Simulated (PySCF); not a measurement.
**Spin-rotation constants: SMILES C(=C\P=P/C(=C)C)/C, C₆H₁₀P₂**

Molfile (atoms numbered from 1):
```
C6H10P2
     RDKit          3D

 18 17  0  0  0  0  0  0  0  0999 V2000
   -1.3555    0.8112   -1.7752 C   0  0  0  0  0  0  0  0  0  0  0  0
   -1.6489    0.5026   -0.5205 C   0  0  0  0  0  0  0  0  0  0  0  0
   -2.0474   -0.8691   -0.0740 C   0  0  0  0  0  0  0  0  0  0  0  0
   -1.7109    1.7864    0.7957 P   0  0  0  0  0  0  0  0  0  0  0  0
    0.2365    2.1902    1.2489 P   0  0  0  0  0  0  0  0  0  0  0  0
    1.2225    1.1343    0.1421 C   0  0  0  0  0  0  0  0  0  0  0  0
    1.4868   -0.1468    0.3601 C   0  0  0  0  0  0  0  0  0  0  0  0
    2.3344   -0.9945   -0.5254 C   0  0  0  0  0  0  0  0  0  0  0  0
   -1.3651    0.0699   -2.5590 H   0  0  0  0  0  0  0  0  0  0  0  0
   -1.0911    1.8145   -2.0684 H   0  0  0  0  0  0  0  0  0  0  0  0
   -2.0554   -1.5646   -0.9108 H   0  0  0  0  0  0  0  0  0  0  0  0
   -3.0401   -0.8408    0.3755 H   0  0  0  0  0  0  0  0  0  0  0  0
   -1.3528   -1.2342    0.6826 H   0  0  0  0  0  0  0  0  0  0  0  0
    1.6657    1.6489   -0.7033 H   0  0  0  0  0  0  0  0  0  0  0  0
    1.0694   -0.6453    1.2270 H   0  0  0  0  0  0  0  0  0  0  0  0
    3.1659   -1.4158    0.0395 H   0  0  0  0  0  0  0  0  0  0  0  0
    1.7479   -1.8249   -0.9191 H   0  0  0  0  0  0  0  0  0  0  0  0
    2.7292   -0.4159   -1.3570 H   0  0  0  0  0  0  0  0  0  0  0  0
  1  2  2  0
  2  3  1  0
  2  4  1  0
  4  5  2  0
  5  6  1  0
  6  7  2  0
  7  8  1  0
  1  9  1  0
  1 10  1  0
  3 11  1  0
  3 12  1  0
  3 13  1  0
  6 14  1  0
  7 15  1  0
  8 16  1  0
  8 17  1  0
  8 18  1  0
M  END
```

The calculation used GIAO B3LYP/pcSseg-1 magnetisability, rotational g tensor and spin-rotation constants, non-relativistic, gas phase in PySCF 2.14.0. Geometry: GFN2-xTB.

(1) Give the nuclear spin-rotation constants along the inertial axes (H = +C I·J) beside the isotropic shieldings.

(2) How do the rotational constants and the g tensor change when H9, H10, H11, H12, H13, H14, H15, H16, H17, H18 are replaced by deuterium?

Results:

(1) Rotational constants 1.6472, 1.1962, 0.8346 GHz. A star marks the isotopologue with that one atom substituted, in its own axes.
| atom | isotope | Caa (kHz) | Cbb (kHz) | Ccc (kHz) | mean (kHz) | σ (ppm) |
| --- | --- | --- | --- | --- | --- | --- |
| P4 | 31P | 5.607 | 5.447 | 1.363 | 4.139 | -335.1 |
| P5 | 31P | 6.827 | 4.415 | 1.288 | 4.177 | -306.4 |
| H9 | 1H | -0.158 | 0.078 | -0.077 | -0.052 | 26.2 |
| H10 | 1H | -0.195 | -0.046 | 0.014 | -0.075 | 27.1 |
| H11 | 1H | -0.172 | 0.021 | -0.084 | -0.078 | 29.8 |
| H12 | 1H | -0.009 | -0.119 | -0.066 | -0.064 | 29.5 |
| H13 | 1H | -0.099 | -0.109 | -0.042 | -0.083 | 30.5 |
| H14 | 1H | -0.137 | -0.138 | 0.073 | -0.067 | 25.3 |
| H15 | 1H | -0.155 | -0.139 | 0.071 | -0.074 | 26.3 |
| H16 | 1H | -0.018 | -0.120 | -0.062 | -0.067 | 29.7 |
| H17 | 1H | -0.173 | 0.030 | -0.090 | -0.077 | 29.7 |
| H18 | 1H | -0.164 | -0.141 | 0.023 | -0.094 | 30.0 |
| C1 | 13C* | 0.326 | 0.492 | 0.269 | 0.362 | 58.1 |
| C2 | 13C* | 0.359 | 0.606 | 0.343 | 0.436 | 13.7 |
| C3 | 13C* | 0.295 | 0.185 | 0.141 | 0.207 | 151.5 |
| C6 | 13C* | 0.588 | 0.319 | 0.352 | 0.419 | 33.7 |
| C7 | 13C* | 0.544 | 0.274 | 0.368 | 0.395 | 43.1 |
| C8 | 13C* | 0.248 | 0.190 | 0.141 | 0.193 | 156.4 |

For the geometry as given, no vibrational averaging.

(2) Constants 1.4268, 1.0323, 0.7421 GHz; g -0.0258, -0.0205, -0.0126, against -0.0295, -0.0237, -0.0139 before.
